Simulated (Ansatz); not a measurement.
Cost and result for the atomization energy of C₂H₅AlF, SMILES `[CH2][Al]([CH3])[F]` radical (9 atoms, 8 bonds).

```xyz
9

C     1.2452    0.8707    1.1756
Al    0.1405   -0.4904    0.3978
C    -1.0104   -0.2757   -1.1478
F     0.1881   -1.9773    1.1275
H     1.8807    0.7152    2.0453
H     1.3090    1.8896    0.7973
H    -0.7236   -0.9650   -1.9481
H    -2.0502   -0.5063   -0.8961
H    -0.9794    0.7392   -1.5515
```

The species carries charge 0 and has multiplicity 2. Geometry: relaxed with PBE0-D4/def2-TZVP. Program: Ansatz. All runs use 4 threads of a server CPU on a shared host. Times are those of one run each, without the atoms' runs, and a repeat can differ threefold. Electronic energies, without spin–orbit coupling; frozen cores. CCSD(T)/CBS adds CCSD(T) − MP2 in def2-TZVPP to the MP2 limit, and its time is that of the two runs behind it. T1 = 0.011; ⟨S²⟩ of the reference is 0.76. B3LYP takes the VWN-RPA correlation (the form of Gaussian; ORCA's B3LYP/G). HSE06 is the plane-wave form, built on full-range PBE exchange.

CCSD(T)/CBS is a level of theory with its own doubt, some kJ/mol a heavy atom from the limit and from the frozen cores, so smaller differences don't rank the functionals.

```csv
level,functions,wall time
LDA (SPW92)/def2-TZVPP,205,0.7 s
PBE-D4/def2-TZVPP (with forces),205,1.2 s
HSE06-D4/def2-TZVPP,205,1.7 s
BHLYP-D4/def2-TZVPP,205,1.8 s
CAM-B3LYP-D4/def2-TZVPP,205,1.8 s
B3LYP-D4/def2-TZVPP (with forces),205,1.9 s
r2SCAN-D4/def2-TZVPP (with forces),205,2.1 s
CCSD(T)/def2-SVP,85,2.7 s
ωB97X-V/def2-TZVPP,205,3.4 s
ωB97M-V/def2-TZVPP (with forces),205,4.3 s
MP2/def2-QZVPP,391,7.5 s
CCSD(T)/def2-TZVPP,205,42 s
CCSD(T)/CBS(def2),–,49 s
```

(1) What atomization energy does each give, and how far from CCSD(T)/CBS? (Best estimate.)

Results:

(1) Ansatz gave: 
| level | atomization (kJ/mol) | difference from CCSD(T)/CBS | per bond |
| --- | --- | --- | --- |
| LDA (SPW92)/def2-TZVPP | 3712.2 | 389.9 | 48.7 |
| PBE-D4/def2-TZVPP (with forces) | 3354.0 | 31.7 | 4.0 |
| HSE06-D4/def2-TZVPP | 3315.3 | -7.0 | -0.9 |
| BHLYP-D4/def2-TZVPP | 3243.8 | -78.5 | -9.8 |
| CAM-B3LYP-D4/def2-TZVPP | 3336.3 | 14.0 | 1.7 |
| B3LYP-D4/def2-TZVPP (with forces) | 3315.4 | -6.9 | -0.9 |
| r2SCAN-D4/def2-TZVPP (with forces) | 3344.4 | 22.1 | 2.8 |
| CCSD(T)/def2-SVP | 3156.4 | -165.9 | -20.7 |
| ωB97X-V/def2-TZVPP | 3318.7 | -3.6 | -0.5 |
| ωB97M-V/def2-TZVPP (with forces) | 3321.9 | -0.4 | -0.1 |
| MP2/def2-QZVPP | 3341.3 | 19.0 | 2.4 |
| CCSD(T)/def2-TZVPP | 3244.2 | -78.1 | -9.8 |
| CCSD(T)/CBS(def2) | 3322.3 | 0.0 | 0.0 |

From r2SCAN to r2SCAN0 (25 % exact exchange), in def2-TZVPP and without D4, the atomization energy moves by −42.9 kJ/mol: exact exchange takes away binding that semilocal exchange gives to molecules. Leaving LDA and LC-ωPBE aside and taking each functional with its dispersion term where it has one, the values spread over 110.2 kJ/mol, from BHLYP-D4 to PBE-D4. LDA lies +370.9 kJ/mol from PBE without D4, its usual overbinding. At CCSD(T), def2-SVP lies −166.0 kJ/mol from the extrapolated value and def2-TZVPP −78.2 kJ/mol: correlation converges slowly with the basis, and small sets miss more of it in the bonded molecule than in its fragments.
